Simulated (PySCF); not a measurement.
Compound: C5H13GaO.
Z-matrix (Å and degrees, PBE0-D3(BJ)/def2-SVP geometry), rows numbered from 1:
```
C 
C   1  1.3416
C   2  1.4793  1  127.00
Ga  3  2.0115  2  111.76  1  -110.40
O   4  2.1228  3   98.94  2    47.50
C   5  1.4119  4  118.29  3    62.51
C   5  1.4141  4  121.52  3   -89.25
H   1  1.0958  2  121.41  3    -4.01
H   1  1.0932  2  121.52  3   178.08
H   2  1.0995  1  117.38  3  -177.68
H   3  1.1046  2  110.67  1   133.39
H   3  1.1018  2  111.91  1    13.39
H   4  1.5806  3  117.00  2   150.62
H   4  1.5810  3  116.75  2   -54.51
H   6  1.1023  5  110.59  4   -89.49
H   6  1.1026  5  110.00  4   149.04
H   6  1.0975  5  107.38  4    30.31
H   7  1.1019  5  110.50  4    91.66
H   7  1.0966  5  107.19  4   -27.68
H   7  1.1028  5  109.76  4  -146.62
```

Linear response at B3LYP/def2-SVPD (PySCF, frozen core in the response, non-relativistic). Relativistic effects, spin–orbit coupling among them, are left out although an element past zinc is present.

Static isotropic polarisability: 102.31 au (15.16 Å³), principal values 94.0, 96.0, 117.0 au.

Q: What is the polarisability at 1064 nm and at the sodium D line?

A: 103.52 au at 1064 nm (+1.2 %), 106.45 au at 589.3 nm (+4.0 %). The rise at 589.3 nm is 3.44 times that at 1064 nm; a pure ω² law gives 3.26. The lowest singlet lies at 234 nm, shorter than both wavelengths.

Q: What is the isotropic C6 coefficient between two such molecules, C6 = (3/π)∫α(iω)² dω?

A: 3860 au (Eh·bohr⁶) by a ten-point quadrature over imaginary frequencies, which is 2310 eV·Å⁶ or 223 J·nm⁶/mol.

Q: Which effective excitation energy ω̄ makes London's formula C6 = (3/4)α²ω̄ exact here?

A: ω̄ = 4·C6/(3α²) = 0.492 Eh = 13.4 eV. A one-pole form α(ω) = α/(1 − ω²/ω̄²) fitted to the 1064 nm value gives 10.8 eV.

Q: How anisotropic is the static polarisability, by Δα² = ½[(α1 − α2)² + (α2 − α3)² + (α3 − α1)²]?

A: Δα = 22.1 au, or 0.22 of the isotropic value.

Q: The lowest 6 singlets have (eV, f): 5.30, 0.016; 5.52, 0.018; 5.72, 0.275; 6.17, 0.012; 6.23, 0.043; 6.37, 0.004. What share of the static polarisability do they carry in the sum over states α = Σ f/ω²?

A: 8.19 au, 8.0 % of α; the largest term, 6.23 au, is that of the state at 5.72 eV. Their oscillator strengths add up to 0.37. Higher states carry the rest.

Q: What molar refraction at the D line follows from R = (4π/3)·N_A·α′, with α′ the polarisability volume?

A: α′ = 15.77 Å³ gives R = 39.79 cm³/mol, for isolated, non-vibrating species.

Q: What n − 1 at the D line would an ideal gas of it have at 273.15 K and 1 atm (2.6868 × 10¹⁹ cm⁻³), by n − 1 = 2π·N·α′?

A: 26.63 × 10⁻⁴, a formal value whether or not that pressure can be reached.

Q: What three-body coefficient follows from the one-pole estimate C9 = (3/4)·α·C6?

A: 296000 au. This is an estimate from the two numbers above, not a computed integral.

Q: How many electrons N does the Slater–Kirkwood formula C6 = (3/4)·√N·α^(3/2) need to give this C6?

A: N = (4·C6/3)²/α³ = 24.7; the species has 82 electrons in all.

Rough CPU time on one thread of a shared machine: about 2.9 min. This is the whole response run at B3LYP/def2-SVPD, SCF included.

One conformer stands for the species.
